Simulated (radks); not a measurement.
P III, configuration [He] 2s2 2p5 3s2 3p1 4f1 (not the ground configuration). Method: scalar-relativistic Kohn-Sham, exchange-only B88, spin-polarised, spherical densities, point nucleus; open shells are filled with parallel spins first; computed with a radial shooting solver on a logarithmic mesh with Libxc functionals.

Radial electron density D(r) = 4 pi r^2 rho(r):

r (bohr),D(r) (e/bohr),spin D(r)
0.00866,1.649,-0.000118
0.01,2.109,-0.000116
0.01146,2.646,-0.0000897
0.01313,3.298,-0.0000171
0.01504,4.080,0.000139
0.01723,5.007,0.000439
0.01974,6.086,0.000985
0.02262,7.318,0.00194
0.02591,8.690,0.00356
0.02969,10.17,0.00625
0.03401,11.72,0.0106
0.03897,13.26,0.0177
0.04464,14.68,0.0287
0.05115,15.89,0.0458
0.0586,16.74,0.0717
0.06714,17.12,0.110
0.07692,16.97,0.166
0.08883,16.20,0.252
0.1018,14.99,0.363
0.1166,13.51,0.513
0.1336,12.02,0.704
0.153,10.86,0.938
0.1753,10.29,1.21
0.2009,10.47,1.50
0.2302,11.34,1.79
0.2637,12.65,2.03
0.3021,13.93,2.19
0.3461,14.69,2.21
0.3965,14.53,2.09
0.4543,13.30,1.83
0.5205,11.17,1.48
0.5963,8.565,1.11
0.6832,6.043,0.787
0.789,3.984,0.571
0.9039,2.846,0.504
1.036,2.409,0.545
1.186,2.377,0.637
1.359,2.402,0.709
1.557,2.240,0.709
1.784,1.839,0.625
2.044,1.310,0.485
2.342,0.8130,0.341
2.683,0.4567,0.232
3.074,0.2639,0.177
3.522,0.1950,0.168
4.035,0.1941,0.188
4.623,0.2125,0.211
5.296,0.2146,0.214
6.068,0.1867,0.187
7.008,0.1328,0.133
8.028,0.07828,0.0783
9.198,0.03696,0.0370
10.54,0.01363,0.0136
12.07,0.003812,0.00381
13.83,0.0007790,0.000779
15.85,0.0001116,0.000112

D(r) has 4 maxima, at r = 0.0693, 0.363, 1.32, 5.01 bohr, and minima at 0.182, 1.12, 3.75 bohr, inside which lie 2.21, 9.45, 12.15 electrons.
